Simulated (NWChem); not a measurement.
System: C5H8; SMILES CC#CCC

NWChem input:

```
start job
memory heap 200 mb stack 900 mb global 1100 mb
geometry units angstroms noautoz
  C      0.220314     2.657371    -0.000884
  C     -0.084786     1.228288     0.026737
  C     -0.342407     0.046407     0.050358
  C     -0.628295    -1.390767     0.076055
  C      0.633605    -2.261414    -0.076211
  H      1.295801     2.833879    -0.127347
  H     -0.087322     3.150721     0.929589
  H     -0.295693     3.161315    -0.827678
  H     -1.339293    -1.637552    -0.724932
  H     -1.135566    -1.646877     1.016840
  H      1.137629    -2.053569    -1.025581
  H      1.343636    -2.062522     0.733012
  H      0.370139    -3.324739    -0.050765
end
basis spherical
  C library def2-svp
  H library def2-svp
end
dft
  xc scan
  grid fine
  iterations 150
  mulliken
end
task dft gradient
```

Output (shortened):

```
             Northwest Computational Chemistry Package (NWChem) 7.3.0
             --------------------------------------------------------

 CS  symmetry detected

                             Geometry "geometry" -> ""
                             -------------------------

 Output coordinates in angstroms (scale by  1.889725989 to convert to a.u.)

  No.       Tag          Charge          X              Y              Z
 ---- ---------------- ---------- -------------- -------------- --------------
    1 C                    6.0000     0.23076466     2.65370081     0.00000000
    2 C                    6.0000    -0.08234959     1.22608511     0.00000000
    3 C                    6.0000    -0.34665295     0.04544420     0.00000000
    4 C                    6.0000    -0.64050086    -1.39035341     0.00000000
    5 C                    6.0000     0.62634095    -2.26711710     0.00000000
    6 H                    1.0000     1.31449742     2.82499120     0.00000000
    7 H                    1.0000    -0.18188698     3.15435114     0.88480333
    8 H                    1.0000    -0.18188698     3.15435114    -0.88480333
    9 H                    1.0000    -1.25483380    -1.63885207    -0.87683539
   10 H                    1.0000    -1.25483380    -1.63885207     0.87683539
   11 H                    1.0000     1.23837013    -2.06668848    -0.88532022
   12 H                    1.0000     1.23837013    -2.06668848     0.88532022
   13 H                    1.0000     0.35659062    -3.32917002     0.00000000

 Effective nuclear repulsion energy (a.u.)     150.0445931933

      Symmetry information
      --------------------

 Group name             Cs
 Group number              2
 Group order               2
 No. of unique centers    10

                                 NWChem DFT Module
                                 -----------------

 Summary of "ao basis" -> "ao basis" (spherical)
 ------------------------------------------------------------------------------
       Tag                 Description            Shells   Functions and Types
 ---------------- ------------------------------  ------  ---------------------
 C                          def2-svp                 6       14   3s2p1d
 H                          def2-svp                 3        5   2s1p

      Symmetry analysis of basis
      --------------------------

        a'         73
        a"         37

            General Information
            -------------------
          SCF calculation type: DFT
          Wavefunction type:  closed shell.
          No. of atoms     :    13
          No. of electrons :    38
           Alpha electrons :    19
            Beta electrons :    19
          Charge           :     0
          Spin multiplicity:     1
          Use of symmetry is: on ; symmetry adaption is: on
          Maximum number of iterations: 150
          AO basis - number of functions:   110
                     number of shells:    54
          Convergence on energy requested:  1.00D-06
          Convergence on density requested:  1.00D-05
          Convergence on gradient requested:  5.00D-04

              XC Information
              --------------
                         SCAN Method XC Functional
                  SCAN metaGGA Exchange Functional  1.000
                        SCAN Correlation Potential  1.000

             Grid Information
             ----------------
          Grid used for XC integration:  fine
          Radial quadrature: Mura-Knowles
          Angular quadrature: Lebedev.
          Tag              B.-S. Rad. Rad. Pts. Rad. Cut. Ang. Pts.
          ---              ---------- --------- --------- ---------
          C                   0.70       70          14.0       590
          H                   0.35       60          15.0       590
          Grid pruning is: on
          Number of quadrature shells:   650
          Spatial weights used:  Erf1

      Superposition of Atomic Density Guess
      -------------------------------------

 Sum of atomic energies:        -192.11828471

      Non-variational initial energy
      ------------------------------

 Total energy =    -195.442023
 1-e energy   =    -552.349865
 2-e energy   =     206.863248
 HOMO         =      -0.307684
 LUMO         =       0.056937

      Symmetry analysis of molecular orbitals - initial
      -------------------------------------------------

  Numbering of irreducible representations:

     1 a'          2 a"

  Orbital symmetries:

     1 a'          2 a'          3 a'          4 a'          5 a'
     6 a'          7 a'          8 a'          9 a'         10 a'
    11 a"         12 a'         13 a'         14 a"         15 a'
    16 a'         17 a"         18 a'         19 a"         20 a'
    21 a"         22 a'         23 a'         24 a'         25 a"
    26 a'         27 a"         28 a'         29 a'

     ---------------------------------------------
      Total Density - Mulliken Population Analysis
     ---------------------------------------------

    Atom       Charge   Shell Charges
 -----------   ------   -------------------------------------------------------
    1 C    6     6.11   1.99  0.94  0.12  2.02  1.02  0.03
    2 C    6     6.25   1.99  0.98  0.37  1.95  0.91  0.04
    3 C    6     6.20   1.99  0.98  0.35  1.97  0.87  0.04
    4 C    6     6.06   1.99  0.95  0.14  1.96  0.99  0.04
    5 C    6     6.26   1.99  0.95  0.21  2.04  1.04  0.02
    6 H    1     0.88   0.66  0.19  0.03
    7 H    1     0.88   0.66  0.19  0.03
    8 H    1     0.88   0.66  0.19  0.03
    9 H    1     0.89   0.67  0.19  0.02
   10 H    1     0.89   0.67  0.19  0.02
   11 H    1     0.90   0.68  0.20  0.03
   12 H    1     0.90   0.68  0.20  0.03
   13 H    1     0.89   0.67  0.20  0.03

   convergence    iter        energy       DeltaE   RMS-Dens  Diis-err
 ---------------- ----- ----------------- --------- --------- ---------
 d= 0,ls=0.0,diis     1   -195.0073139632 -3.45D+02  7.06D-03  3.22D-01
 d= 0,ls=0.0,diis     2   -195.0380157308 -3.07D-02  3.32D-03  6.96D-02
 d= 0,ls=0.0,diis     3   -195.0417277882 -3.71D-03  1.42D-03  4.47D-02
 d= 0,ls=0.0,diis     4   -195.0466348930 -4.91D-03  5.00D-04  5.57D-03
 d= 0,ls=0.0,diis     5   -195.0473145432 -6.80D-04  1.19D-04  2.65D-04
  Resetting Diis
 d= 0,ls=0.0,diis     6   -195.0473485085 -3.40D-05  2.16D-05  7.47D-06
 d= 0,ls=0.0,diis     7   -195.0473494762 -9.68D-07  8.44D-06  3.91D-07

         Total DFT energy =     -195.047349476169
      One electron energy =     -557.635186852537
           Coulomb energy =      242.456994446939
    Exchange-Corr. energy =      -29.913750263856
 Nuclear repulsion energy =      150.044593193284

 Numeric. integr. density =       37.999997849439

                  Occupations of the irreducible representations
                  ----------------------------------------------

                     irrep           alpha         beta
                     --------     --------     --------
                     a'               15.0         15.0
                     a"                4.0          4.0

                       DFT Final Molecular Orbital Analysis
                       ------------------------------------

 Vector   17  Occ=2.000000D+00  E=-3.272582D-01  Symmetry=a"
              MO Center=  2.7D-01, -1.8D+00,  3.1D-15, r^2= 2.6D+00
   Bfn.  Coefficient  Atom+Function         Bfn.  Coefficient  Atom+Function
  ----- ------------  ---------------      ----- ------------  ---------------
    62      0.350660   5 C  pz               96     -0.272025  11 H  s
   101      0.272025  12 H  s                48     -0.254811   4 C  pz
    86      0.200853   9 H  s                91     -0.200853  10 H  s
    65      0.150290   5 C  pz               97     -0.127406  11 H  s
   102      0.127406  12 H  s                34     -0.120951   3 C  pz

 Vector   18  Occ=2.000000D+00  E=-2.231583D-01  Symmetry=a'
              MO Center= -1.4D-01,  5.9D-01,  3.2D-15, r^2= 2.5D+00
   Bfn.  Coefficient  Atom+Function         Bfn.  Coefficient  Atom+Function
  ----- ------------  ---------------      ----- ------------  ---------------
    18      0.388516   2 C  px               32      0.388745   3 C  px
    21      0.239363   2 C  px               35      0.230878   3 C  px
    71     -0.146710   6 H  s                36     -0.109229   3 C  py
     4     -0.105887   1 C  px               46     -0.104245   4 C  px
    59     -0.103697   5 C  s                61     -0.101867   5 C  py

 Vector   19  Occ=2.000000D+00  E=-2.216908D-01  Symmetry=a"
              MO Center= -2.7D-01,  6.1D-01, -3.3D-15, r^2= 2.4D+00
   Bfn.  Coefficient  Atom+Function         Bfn.  Coefficient  Atom+Function
  ----- ------------  ---------------      ----- ------------  ---------------
    20      0.399169   2 C  pz               34      0.393381   3 C  pz
    23      0.254433   2 C  pz               37      0.245446   3 C  pz
    86      0.135542   9 H  s                91     -0.135542  10 H  s
    76     -0.126765   7 H  s                81      0.126765   8 H  s
    48     -0.120070   4 C  pz                6     -0.107463   1 C  pz

 Vector   20  Occ=0.000000D+00  E= 3.447409D-02  Symmetry=a'
              MO Center= -7.7D-02,  2.0D-01, -4.9D-15, r^2= 5.2D+00
   Bfn.  Coefficient  Atom+Function         Bfn.  Coefficient  Atom+Function
  ----- ------------  ---------------      ----- ------------  ---------------
    59      0.897093   5 C  s                21      0.535597   2 C  px
   107     -0.468090  13 H  s                72     -0.450836   6 H  s
    35     -0.428223   3 C  px               18      0.380554   2 C  px
    45      0.376824   4 C  s                36      0.360608   3 C  py
    32     -0.353938   3 C  px               87     -0.342758   9 H  s

 Vector   21  Occ=0.000000D+00  E= 4.000276D-02  Symmetry=a"
              MO Center= -3.3D-01,  6.6D-01,  9.3D-15, r^2= 4.0D+00
   Bfn.  Coefficient  Atom+Function         Bfn.  Coefficient  Atom+Function
  ----- ------------  ---------------      ----- ------------  ---------------
    23      0.567393   2 C  pz               37     -0.567169   3 C  pz
    87     -0.427500   9 H  s                92      0.427500  10 H  s
    77     -0.415968   7 H  s                82      0.415968   8 H  s
    20      0.404772   2 C  pz               34     -0.402492   3 C  pz
    51     -0.245365   4 C  pz                9      0.212921   1 C  pz

 Vector   22  Occ=0.000000D+00  E= 8.102544D-02  Symmetry=a'
              MO Center= -2.3D-01, -2.0D-01,  5.4D-16, r^2= 9.8D+00
   Bfn.  Coefficient  Atom+Function         Bfn.  Coefficient  Atom+Function
  ----- ------------  ---------------      ----- ------------  ---------------
    45      1.967434   4 C  s                 3      1.508983   1 C  s
    87     -0.767855   9 H  s                92     -0.767855  10 H  s
    59      0.754557   5 C  s                17     -0.713001   2 C  s
    77     -0.696603   7 H  s                82     -0.696603   8 H  s
    97     -0.559139  11 H  s               102     -0.559139  12 H  s

     ---------------------------------------------
      Total Density - Mulliken Population Analysis
     ---------------------------------------------

    Atom       Charge   Shell Charges
 -----------   ------   -------------------------------------------------------
    1 C    6     5.97   1.98  0.90  0.04  2.13  0.88  0.03
    2 C    6     6.22   1.99  0.92  0.39  2.04  0.85  0.03
    3 C    6     6.14   1.99  0.92  0.37  2.04  0.79  0.03
    4 C    6     6.00   1.99  0.92  0.08  2.11  0.86  0.04
    5 C    6     6.06   1.99  0.90  0.16  2.10  0.88  0.03
    6 H    1     0.94   0.74  0.18  0.03
    7 H    1     0.94   0.74  0.18  0.03
    8 H    1     0.94   0.74  0.18  0.03
    9 H    1     0.95   0.74  0.18  0.03
   10 H    1     0.95   0.74  0.18  0.03
   11 H    1     0.96   0.74  0.19  0.03
   12 H    1     0.96   0.74  0.19  0.03
   13 H    1     0.97   0.74  0.20  0.03

     -------------------------------------------
      Total Density - Lowdin Population Analysis
     -------------------------------------------

    Atom       Charge   Shell Charges
 -----------   ------   -------------------------------------------------------
    1 C    6     6.06   1.96  0.56  0.30  1.89  1.26  0.08
    2 C    6     6.08   1.97  0.63  0.31  1.87  1.22  0.08
    3 C    6     6.08   1.97  0.64  0.31  1.87  1.22  0.08
    4 C    6     6.04   1.96  0.58  0.29  1.91  1.21  0.10
    5 C    6     6.05   1.96  0.58  0.30  1.88  1.25  0.07
    6 H    1     0.95   0.63  0.25  0.07
    7 H    1     0.95   0.63  0.25  0.07
    8 H    1     0.95   0.63  0.25  0.07
    9 H    1     0.96   0.64  0.25  0.07
   10 H    1     0.96   0.64  0.25  0.07
   11 H    1     0.97   0.64  0.26  0.07
   12 H    1     0.97   0.64  0.26  0.07
   13 H    1     0.97   0.64  0.26  0.07

     Multipole analysis of the density
     ---------------------------------

     L   x y z        total         alpha         beta         nuclear
     -   - - -        -----         -----         ----         -------
     0   0 0 0     -0.000000    -19.000000    -19.000000     38.000000

     1   1 0 0      0.036228      0.018114      0.018114     -0.000000
     1   0 1 0      0.020771      0.010385      0.010385     -0.000000
     1   0 0 1      0.000000      0.000000      0.000000      0.000000

     2   2 0 0    -23.732247    -36.924356    -36.924356     50.116464
     2   1 1 0      1.102786      0.247303      0.247303      0.608179
     2   1 0 1      0.000000      0.000000      0.000000      0.000000
     2   0 2 0    -18.946353   -271.232490   -271.232490    523.518627
     2   0 1 1      0.000000      0.000000      0.000000      0.000000
     2   0 0 2    -23.755583    -20.218045    -20.218045     16.680507

            General Information
            -------------------
          SCF calculation type: DFT
          Wavefunction type:  closed shell.
          No. of atoms     :    13
          No. of electrons :    38
           Alpha electrons :    19
            Beta electrons :    19
          Charge           :     0
          Spin multiplicity:     1
          Use of symmetry is: on ; symmetry adaption is: on
          Maximum number of iterations: 150
          AO basis - number of functions:   110
                     number of shells:    54
          Convergence on energy requested:  1.00D-06
          Convergence on density requested:  1.00D-05
          Convergence on gradient requested:  5.00D-04

              XC Information
              --------------
                         SCAN Method XC Functional
                  SCAN metaGGA Exchange Functional  1.000
                        SCAN Correlation Potential  1.000

[...]

                         DFT ENERGY GRADIENTS

    atom               coordinates                        gradient
                 x          y          z           x          y          z
   1 C       0.436082   5.014767   0.000000    0.001484   0.006930   0.000000
   2 C      -0.155618   2.316965   0.000000   -0.004157  -0.017550   0.000000
   3 C      -0.655079   0.085877   0.000000    0.004372   0.017181   0.000000
   4 C      -1.210371  -2.627387   0.000000   -0.009282  -0.001799   0.000000
   5 C       1.183613  -4.284230   0.000000    0.006746  -0.004429   0.000000
   6 H       2.484040   5.338459   0.000000   -0.002559   0.000053   0.000000
   7 H      -0.343717   5.960859   1.672036    0.001148  -0.000735  -0.002196
   8 H      -0.343717   5.960859  -1.672036    0.001148  -0.000735   0.002196
   9 H      -2.371292  -3.096981  -1.656979    0.001702   0.000021   0.002425
  10 H      -2.371292  -3.096981   1.656979    0.001702   0.000021  -0.002425
  11 H       2.340180  -3.905475  -1.673013   -0.001552  -0.000711   0.002416
  12 H       2.340180  -3.905475   1.673013   -0.001552  -0.000711  -0.002416
  13 H       0.673859  -6.291219   0.000000    0.000800   0.002464   0.000000
```

Level: SCAN/def2-SVP. Structure relaxed at the B3LYP/6-31G* (spherical d) level.
